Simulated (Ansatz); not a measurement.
Reaction (redistribution): `[CH3][GeH]([NH2])[OH]` + `N[Si]S` → `[CH3][GeH]([NH2])[NH2]` + `O[Si]S`

Isolated molecules relaxed with PBE0-D4/def2-TZVP in Ansatz; ΔE leaves out vibrations. CCSD(T)/CBS adds triple-zeta CCSD(T) − MP2 to the extrapolated MP2 energy (def2 sets, frozen cores). This one scheme is used for every species. Functionals use def2-TZVPP. B3LYP here is the variant with VWN-RPA as its local correlation; programs differ in this. For Ge outer-core shells are correlated without core-valence functions, which leaves a few kJ/mol of doubt a bond. Scalar relativity is left out up to krypton. One conformer a species, not always the lowest.

Q: Is it downhill or uphill in electronic energy at CCSD(T)/CBS, and by how much? (Best estimate.)

A: Ansatz gave: Uphill: ΔE = +0.14 eV.

Q: What do these levels give: PBE-D4, PBE0-D4, ωB97X-V, PBE, PBE0, B3LYP, HF/def2-TZVPP, SCS-MP2/def2-TZVPP, CCSD/def2-TZVPP, HF/def2-QZVPP, MP2/def2-QZVPP, MP2/CBS(def2)? (Best estimate.)

A: Ansatz gave: PBE-D4 0.15, PBE0-D4 0.16, ωB97X-V 0.16, PBE 0.15, PBE0 0.17, B3LYP 0.14, HF/def2-TZVPP 0.16, SCS-MP2/def2-TZVPP 0.15, CCSD/def2-TZVPP 0.13, HF/def2-QZVPP 0.17, MP2/def2-QZVPP 0.15, MP2/CBS(def2) 0.16 eV.

Largest T1 diagnostic among the species: 0.015.
